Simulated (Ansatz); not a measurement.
Computed with Ansatz on PBE0-D4/def2-TZVP structures; ΔE is electronic, products minus reactants. CBS: MP2 limit from def2 TZ/QZ plus the TZ coupled-cluster correction, frozen cores. This one scheme is used for every species. One conformer a species, not always the lowest.

Reaction (substitution at a C–Si bond): `O[SiH](O)C[SiH2]F` + H₂S → `F[SiH2]CS` + `O[SiH2]O`

```json
{"species": "`O[SiH](O)C[SiH2]F`", "HF/CBS(def2) energy (Eh)": "-869.36570"}
{"species": "H₂S", "HF/CBS(def2) energy (Eh)": "-398.72106"}
{"species": "`F[SiH2]CS`", "HF/CBS(def2) energy (Eh)": "-826.86534"}
{"species": "`O[SiH2]O`", "HF/CBS(def2) energy (Eh)": "-441.19273"}
```

Problem. Work out ΔE.

Solution. ΔE = (-826.86534) + (-441.19273) − (-869.36570) − (-398.72106) = 0.02869 Eh = +18.0 kcal/mol. CCSD(T)/CBS gives +20.1 kcal/mol.

Largest T1 diagnostic among the species: 0.011.

From PBE to PBE0 (25 % exact exchange), in def2-TZVPP and without D4, ΔE moves by +0.8 kcal/mol. The D4 term adds +1.7 kcal/mol with B3LYP and +1.0 kcal/mol with PBE0; it sums over pairs of atoms, weighted by their polarisabilities, and B3LYP, whose exchange is more repulsive, gets the larger term. In def2-TZVPP, CCSD(T) changes the Hartree–Fock value by +2.3 kcal/mol (the triples alone add +0.0 kcal/mol) and MP2 by +2.1 kcal/mol.

B3LYP here is the variant with VWN-RPA as its local correlation; programs differ in this.
